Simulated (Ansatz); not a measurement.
Total energies of Be₉O₉ (started as a model of: (BeO)9 cage of four- and six-membered rings) from Ansatz at PBE0-D4/def2-SVP, gas phase (1 Eh = 27.2114 eV = 2625.5 kJ/mol). The reference geometry is relaxed at PBE-D4/def2-SVP.

```xyz
18

Be   -1.110    1.298   -1.339
O    -1.385   -0.241   -1.649
Be   -2.005   -0.146   -0.130
O    -1.990    1.451    0.005
Be   -0.553    1.844    0.595
O     0.239    1.983   -0.839
Be    1.417    0.997   -1.028
O     1.346   -0.237   -2.049
Be   -0.035   -0.993   -1.752
O     0.523   -2.018   -0.595
Be    1.771   -1.034   -0.712
O     2.147    0.207    0.215
Be   -0.138   -1.845    0.795
O    -1.573   -1.079    1.029
O     0.050    1.146    1.839
Be    1.314    0.144    1.520
O     0.644   -1.214    2.043
Be   -0.661   -0.264    2.051
```

```json
{"state": "charge 0 singlet", "geometry": "reference", "energy (Eh)": "-809.43064"}
{"state": "charge 1 doublet", "geometry": "reference", "energy (Eh)": "-809.04150"}
{"state": "charge -1 doublet", "geometry": "reference", "energy (Eh)": "-809.42581"}
{"state": "free Be atom (singlet)", "geometry": "–", "energy (Eh)": "-14.61855"}
{"state": "free O atom (triplet)", "geometry": "–", "energy (Eh)": "-74.92490"}
```

Task: Work out the vertical ionisation energy to the doublet.

Result: E(charge 1 doublet) − E(charge 0 singlet) = -809.04150 − (-809.43064) = 0.38914 Eh = 10.59 eV. For comparison, −ε of the highest occupied level is 8.87 eV at this level, 1.72 eV less.

Task: Work out the vertical electron affinity, to the doublet.

Result: E(charge 0 singlet) − E(charge -1 doublet) = -809.43064 − (-809.42581) = -0.00483 Eh = -0.13 eV; negative, so the extra electron isn't bound. The basis lacks diffuse functions, which makes affinities too small.

Task: Give the fundamental gap IE − EA, the Mulliken electronegativity (IE + EA)/2 and the hardness (IE − EA)/2.

Result: From the values in Eh: IE − EA = 0.38914 − (-0.00483) = 0.39397 Eh = 10.72 eV; (IE + EA)/2 = 5.23 eV; (IE − EA)/2 = 5.36 eV. The HOMO–LUMO gap of the same run is 7.85 eV, 2.87 eV smaller than the fundamental gap.

Task: What is the binding energy per atom against free atoms?

Result: Atoms: 9 × (-14.61855) + 9 × (-74.92490) = -805.89105 Eh. Binding: -805.89105 − (-809.43064) = 3.53959 Eh = 96.32 eV, or 5.35 eV for each of 18 atoms (no zero-point energy, no counterpoise term).

At PBE0-D4/def2-SVP the highest occupied level of the charge -1 doublet lies above zero (up to 1.40 eV). Energy differences disagree on whether the electron is bound (positive means bound): -0.13 eV (vertical, against the charge 0 singlet, at PBE0-D4/def2-SVP), but 0.22 eV at PBE-D4/def2-SVP.
